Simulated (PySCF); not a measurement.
Species: C₈H₁₆NP.
Cartesian coordinates in Å at the PBE0-D3(BJ)/def2-SVP level; atoms count from 1:
```
atom  x, y, z in Å
C1     3.685   -0.995   -2.076
C2     2.626   -0.962   -1.084
C3     1.739   -0.918   -0.249
P4     0.422   -1.049    0.935
C5     1.168   -0.038    2.288
N6    -0.686    0.131    0.251
C7    -1.636    0.744    1.159
C8    -2.602   -0.210    1.857
C9    -1.229   -0.237   -1.048
C10   -1.183    0.920   -2.032
H11    4.012   -2.027   -2.282
H12    4.561   -0.419   -1.742
H13    3.340   -0.556   -3.026
H14    1.426    0.972    1.937
H15    0.477    0.025    3.142
H16    2.078   -0.554    2.626
H17   -2.208    1.489    0.580
H18   -1.087    1.331    1.914
H19   -2.064   -0.931    2.494
H20   -3.308    0.343    2.496
H21   -3.190   -0.791    1.130
H22   -0.636   -1.073   -1.455
H23   -2.264   -0.625   -0.961
H24   -1.752    1.786   -1.661
H25   -0.143    1.241   -2.188
H26   -1.615    0.630   -3.004
```

All values: PBE0/pcSseg-1 (PySCF, non-relativistic), on one gas-phase PBE0-D3(BJ)/def2-SVP geometry that isn't relaxed in the solvent. The solvent is an IEF-PCM continuum (van der Waals radii × 1.2). Specific hydrogen bonds and non-electrostatic terms are outside this model.

| run | E − E(gas) (kcal/mol) | HOMO (eV) | HOMO–LUMO gap (eV) | dipole (D) |
| --- | --- | --- | --- | --- |
| gas | 0.00 | -5.40 | 5.58 | 1.05 |
| P | -3.83 | -5.52 | 5.63 | 1.25 |
| Q | -2.32 | -5.46 | 5.61 | 1.18 |

Problem. The runs were made in benzene and chloroform. Which run belongs to which solvent?

Solution. P = chloroform, Q = benzene. The dielectric constants are 2.271 (benzene), 4.711 (chloroform), and the energy falls further as ε rises. In this model the ground state sees the solvent through ε alone.

Problem. How constant is the ratio of the lowering to (ε − 1)/(2ε + 1)?

Solution. 
```json
{"solvent": "benzene", "(ε − 1)/(2ε + 1)": "0.229", "E − E(gas) (kcal/mol)": "-2.32", "ratio (kcal/mol)": "-10.1", "polarisation term (kcal/mol)": "-2.47"}
{"solvent": "chloroform", "(ε − 1)/(2ε + 1)": "0.356", "E − E(gas) (kcal/mol)": "-3.83", "ratio (kcal/mol)": "-10.8", "polarisation term (kcal/mol)": "-4.26"}
```

The ratio changes by +6.1 % in size from benzene to chloroform. The polarisation term is half the interaction of the solute with the induced surface charges.

On Intel Xeon Platinum 8488C, one thread, no GPU, shared host with 192 logical CPUs at a one-minute load of 63, this took 72 s wall and 1.5 GiB of memory at its peak. This is the whole shielding run at PBE0/pcSseg-1 in chloroform, SCF included.
